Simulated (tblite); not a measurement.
Compound: C5H9NSi.
Numbering: `[CH2:1]=[C:2]([C:3]#[N:4])[C@H:5]([CH3:6])[SiH3:7]` (hydrogens: H8, H9 on C1; H10 on C5; H11, H12, H13 on C6; H14, H15, H16 on Si7)

Computed geometry: GFN2-xTB, gas phase.

Q: Give the optimised bond lengths and angles.

A: 
```json
{"bond": "C1=C2", "length (pm)": "133.4"}
{"bond": "C2–C3", "length (pm)": "141.6"}
{"bond": "C3≡N4", "length (pm)": "114.7"}
{"bond": "C2–C5", "length (pm)": "149.6"}
{"bond": "C5–C6", "length (pm)": "152.8"}
{"bond": "C5–Si7", "length (pm)": "192.2"}
{"bond": "C1–H8", "length (pm)": "107.7"}
{"bond": "C1–H9", "length (pm)": "107.7"}
{"bond": "C5–H10", "length (pm)": "109.5"}
{"bond": "C6–H11, C6–H12, C6–H13", "length (pm)": "108.9"}
{"bond": "Si7–H14, Si7–H15, Si7–H16", "length (pm)": "146.2"}
```

Bonds in one row agree within 1 pm and their mean is given. A selection of angles:
```json
{"angle": "C2–C1–H8", "degrees": "121.9"}
{"angle": "C2–C1–H9", "degrees": "121.1"}
{"angle": "H8–C1–H9", "degrees": "117.0"}
{"angle": "C1–C2–C3", "degrees": "119.0"}
{"angle": "C1–C2–C5", "degrees": "124.8"}
{"angle": "C3–C2–C5", "degrees": "116.1"}
{"angle": "C2–C3–N4", "degrees": "179.7"}
{"angle": "C2–C5–C6", "degrees": "111.3"}
{"angle": "C2–C5–Si7", "degrees": "109.1"}
{"angle": "C2–C5–H10", "degrees": "107.7"}
{"angle": "C6–C5–Si7", "degrees": "111.4"}
{"angle": "C6–C5–H10", "degrees": "108.7"}
{"angle": "Si7–C5–H10", "degrees": "108.5"}
{"angle": "C5–C6–H11", "degrees": "110.4"}
{"angle": "C5–C6–H12", "degrees": "110.9"}
{"angle": "H11–C6–H12", "degrees": "108.4"}
{"angle": "C5–Si7–H14", "degrees": "107.3"}
{"angle": "C5–Si7–H15", "degrees": "109.0"}
{"angle": "H14–Si7–H15", "degrees": "111.1"}
```

Torsions: C1–C2–C5–C6 -134° (anticlinal).

Si7 (SiH3 silicon) is tetrahedral (angles from 107.3° to 111.1°). Of the pairs four or more bonds apart, C3···H12 is among the closest relative to their van der Waals radii: 2.60 Å, 90 % of the sum of Bondi's values. The 4 C–C bonds span 1.334 Å (C1=C2, drawn double) to 1.528 Å (C5–C6, drawn single), a spread of 0.194 Å.

Point group: C1 (no symmetry element, even within 0.4 Å). Its GFN2-xTB frequencies are all real (lowest 43 cm⁻¹). The numbers are those of one conformer. 3 starts were optimised and ended at 0.00, 0.44 and 1.36 kcal/mol (GFN2-xTB); the lowest of these is shown.
